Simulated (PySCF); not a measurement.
Frontier levels across methods

Species: ClFH6OSi3.
Structure used (PBE0-D3(BJ)/def2-SVP), in Å, numbered top down from 1:
```
atom  x, y, z in Å
F1    -0.4191    0.5975    2.1697
Si2   -0.3765    0.5776    0.5518
Si3   -2.4631    0.0748   -0.3394
Cl4    0.2118    2.4666   -0.0308
O5     0.7528   -0.5043    0.0812
Si6    2.3949   -0.7282   -0.1546
H7    -2.8968   -1.2861    0.0928
H8    -3.4526    1.0942    0.1168
H9    -2.3453    0.1214   -1.8270
H10    2.8972    0.2696   -1.1413
H11    3.1166   -0.5667    1.1397
H12    2.5814   -2.1077   -0.6789
```

Basis pcSseg-1 throughout (PySCF), one geometry. Isolated species at its PBE0-D3(BJ)/def2-SVP geometry (one conformer only).

**Question.** How do the orbital energies, the gap and the dipole change with the method?

**Answer.** 
```
   method                    kind  HOMO (eV)  LUMO (eV)  gap (eV)  μ (D)  SCF cycles
     BLYP                     GGA      -7.41      -0.91      6.51   1.55          15
     OPBE                     GGA      -7.56      -0.95      6.61   1.58          16
      PBE                     GGA      -7.56      -1.10      6.46   1.57          15
    B97-D                     GGA      -7.57      -0.92      6.65   1.60          15
      KT2                     GGA      -7.67      -1.27      6.40   1.62          16
      LDA                     LDA      -7.67      -1.34      6.33   1.64          14
      KT3                     GGA      -7.68      -1.13      6.55   1.59          16
     BP86                     GGA      -7.68      -1.15      6.53   1.59          15
    B3LYP           global hybrid      -8.60      -0.40      8.20   1.65          13
    B97-2           global hybrid      -8.60      -0.23      8.38   1.69          14
     PBE0           global hybrid      -8.84      -0.25      8.59   1.69          13
 mPW1PW91           global hybrid      -8.87      -0.23      8.64   1.70          13
BHandHLYP           global hybrid      -9.98       0.72     10.70   1.75          12
CAM-B3LYP  range-separated hybrid     -10.12       0.85     10.97   1.70          12
  wB97X-D  range-separated hybrid     -10.67       1.53     12.20   1.75          14
  LC-wPBE  range-separated hybrid     -11.44       1.98     13.42   1.72          13
       HF            Hartree–Fock     -11.78       3.07     14.86   1.82          10
```

The HOMO spans 4.37 eV, from BLYP down to HF, and the gap runs from 6.33 eV (LDA) to 14.86 eV (HF). Over the methods BLYP (0 %), OPBE (0 %), PBE (0 %), B97-D (0 %), KT2 (0 %), LDA (0 %), KT3 (0 %), BP86 (0 %), B3LYP (20 %), B97-2 (21 %), PBE0 (25 %), mPW1PW91 (25 %), BHandHLYP (50 %), HF (100 %), a straight line through the gap against the share of exact exchange rises by 0.84 eV for each 10 % (correlation coefficient 0.999). The dipole ranges from 1.55 D (BLYP) to 1.82 D (HF). This basis has no diffuse functions.
